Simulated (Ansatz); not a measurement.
Input file for `FC(F)/C=C/I`:

```yaml
crystal:
  periodic: [false, false, false]
  atoms:
    - {symbol: F, position_ang: [-1.881254, 0.476020, 1.020952]}
    - {symbol: C, position_ang: [-1.155830, -0.274316, 0.148250]}
    - {symbol: F, position_ang: [-0.882363, -1.454191, 0.752600]}
    - {symbol: C, position_ang: [0.090192, 0.458646, -0.225669]}
    - {symbol: C, position_ang: [1.292047, -0.070230, -0.084208]}
    - {symbol: I, position_ang: [3.039948, 0.909740, -0.599204]}
    - {symbol: H, position_ang: [-1.798663, -0.481850, -0.715404]}
    - {symbol: H, position_ang: [-0.064034, 1.453065, -0.629987]}
    - {symbol: H, position_ang: [1.448557, -1.063183, 0.315571]}
basis:
  gaussian: {orbitals: def2-TZVPP}
correlation: {method: ccsd_t}
output: {orbitals: {seedname: orbitals}}
```

```sh
$ ansatz run in.yaml --threads 4 --pin off --events-out ev --progress --plain --max-ram 10444MiB
```

Output of Ansatz, abridged:

```
Functional definition: HF
1716 factors; integrals over basis functions are off by at most 1.0e-3 eV
mean field evaluation 1: about -16622.5884 eV, gradient 3.7e1 eV
mean field evaluation 2: about -16622.8235 eV, gradient 3.7e1 eV
mean field evaluation 4: about -16625.8854 eV, gradient 4.0e0 eV
mean field evaluation 8: about -16625.9459 eV, gradient 3.6e-1 eV
mean field evaluation 16: about -16625.9468 eV, gradient 2.3e-6 eV
mean field -16625.94676664 eV, -610.9922742026 hartree, gradient 2.3e-6 eV, S^2 0.000000; 0 other end points of the search recorded, 0 dependent functions left out
9 core orbitals not correlated: weight in the atoms' cores, before any rotation towards them, 1.000 or more for the frozen orbitals, at most 0.000 for the correlated occupied ones
reference -16625.94676664 eV, -610.9922742026 hartree; 23, 23 occupied and 215, 215 virtual orbitals, 1716 factors
second order -40.05933906 eV of doubles, -0.00000000 eV of singles
cycle   1  -38.72492374 eV  change     1.3e0 eV  update   1.3e-1
cycle   2  -39.62165131 eV  change   -9.0e-1 eV  update   3.7e-2
cycle   3  -39.79382099 eV  change   -1.7e-1 eV  update   1.7e-2
cycle   4  -39.76528153 eV  change    2.9e-2 eV  update   4.4e-3
cycle   5  -39.76364603 eV  change    1.6e-3 eV  update   2.1e-3
cycle   6  -39.76656134 eV  change   -2.9e-3 eV  update   6.2e-4
cycle   7  -39.76658165 eV  change   -2.0e-5 eV  update   2.6e-4
cycle   8  -39.76631196 eV  change    2.7e-4 eV  update   1.0e-4
cycle   9  -39.76629771 eV  change    1.4e-5 eV  update   4.2e-5
perturbative correction -1.33435023 eV, -0.0490364666 hartree
Total energy: -16667.04741459 eV, -612.5026951556 hartree
```

Run time 6.3 min (4 threads of an Arm Neoverse V2 on a shared host); peak host memory 6.3 GiB.

MP2 recovers 97.5 % of the CCSD(T) correlation energy and the triples give 3.2 %; T1 = 0.0108.
